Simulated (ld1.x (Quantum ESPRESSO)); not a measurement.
Before and after: TM potential for oxygen

* Element: O
* Generator: ld1.x (Quantum ESPRESSO) 7.5
* Type: norm-conserving Troullier–Martins (Kleinman–Bylander form)
* Functional: revPBE
* Relativity: non-relativistic
* Frozen core: [He]
* Valence charge: 6
* Reference configuration: 2s2 2p4
* Partial waves: 2s (bound): rc 0.65 bohr; 2p (bound): rc 1.75 bohr
* Local potential: all-electron potential smoothed inside 1.00 bohr (lloc = -2)
* Core correction: Bessel-smoothed model core inside 0.50 bohr

Change: local potential all-electron potential smoothed inside 2.10 bohr (lloc = -2).

Cutoffs: the cutoffs (Ry, on a coarse ladder) from which the occupation-weighted sum of valence levels, in a spherical-Bessel basis at the reference potential, stays within 10 and 1 mRy of its value at 400 Ry; they do not see the model core or the augmentation charge, which bear on the density cutoff. Errors are all-electron minus pseudo energies relative to the spin-unpolarised reference configuration.

Q: Predict the effect on cutoff, ghosts and configuration errors.

A: The potential gets neither clearly harder nor softer (140 Ry and 300 Ry → 140 Ry and 300 Ry); of the 7 tests that both files solve, the error grows in 3 and shrinks in 3 by more than 15 % and 0.3 meV (median size 89.8 → 146.7 meV); neither file shows a bound ghost.

| quantity | base | changed |
| --- | --- | --- |
| cutoff, loose | 140 Ry | 140 Ry |
| cutoff, tight | 300 Ry | 300 Ry |
| loose cutoff by channel (10 mRy a level) | s 70 Ry, p 40 Ry | s 80 Ry, p 40 Ry |
| bound ghosts | none | none |
| error for 2s2 2p3, meV [ΔE 16.38 eV] | +34 | -8.4 |
| error for 2s2 2p2, meV [ΔE 49.91 eV] | +325 | +166 |
| error for 2s2 2p1, meV [ΔE 103.70 eV] | +1372 | +1117 |
| error for 2s2 2p3.5, meV [ΔE 6.26 eV] | +4.5 | -5.3 |
| error for 2s2 2p0, meV [ΔE 180.47 eV] | +3973 | +3812 |
| error for 2s1 2p4, meV [ΔE 31.65 eV] | -90 | -147 |
| error for 2s2 2p4.3, meV [ΔE -2.11 eV] | +0.3 | -2.4 |
